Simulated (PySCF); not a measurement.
**The 9-electron isoelectronic series, non-relativistic**

All values are computed (PySCF 2.14, energy differences of UHF-based or UKS calculations, no spin-orbit coupling). Each ion has its own even-tempered basis scaled to its charge (18s11p6d5f5g for the first); frozen: nothing. Ionisation energies in eV, correlation energies of the ion in mhartree.

```csv
ion,configuration,UHF,LDA,PBE,PBE0,r2SCAN,MP2 (all electrons),E_corr MP2,"NIST (with spin-orbit, Breit and QED)"
Ti(13+),[He] 2s2 2p5 (2P),861.33,862.38,862.59,862.72,863.61,862.91,-316.5,864 ± 1.2 (s)
Cr(15+),[He] 2s2 2p5 (2P),1093.9,1094.8,1095.1,1095.3,1096.3,1095.5,-318.0,1097.2 ± 1.4 (s)
Fe(17+),[He] 2s2 2p5 (2P),1353.8,1354.4,1354.9,1355.1,1356.2,1355.4,-320.6,1357.8 ± 1.9 (s)
Ni(19+),[He] 2s2 2p5 (2P),1640.9,1641.2,1641.8,1642.1,1643.4,1642.5,-321.4,1646 ± 3 (s)
Zn(21+),[He] 2s2 2p5 (2P),1955.2,1955.3,1956.1,1956.3,1957.8,1956.8,-323.0,1961 ± 3 (s)
Ge(23+),[He] 2s2 2p5 (2P),2296.8,2296.6,2297.5,2297.8,2299.4,2298.4,-324.0,2304 ± 4 (s)
Se(25+),[He] 2s2 2p5 (2P),2665.5,2665.1,2666.2,2666.5,2668.2,2667.2,-325.1,2674 ± 5 (s)
Br(26+),[He] 2s2 2p5 (2P),2860.1,2859.6,2860.7,2861.0,2862.8,2861.7,n/a,2869 ± 5 (s)
Kr(27+),[He] 2s2 2p5 (2P),3061.5,3060.8,3062.0,3062.4,3064.2,3063.2,-326.0,3072 ± 5 (s)
Sr(29+),[He] 2s2 2p5 (2P),3484.8,3483.8,3485.1,3485.5,3487.5,3486.4,-326.3,3497 ± 6 (s)
```

Each ion has its own basis, which adds noise of up to about 0.1 % along the series.

NIST values marked (s) are semi-empirical, (t) theoretical. Open shells are high-spin determinants of the terms that Hund's rules give.

All relativistic terms are absent from the calculated values; where these lie close to NIST, scalar and spin-orbit shifts of opposite sign can cancel.
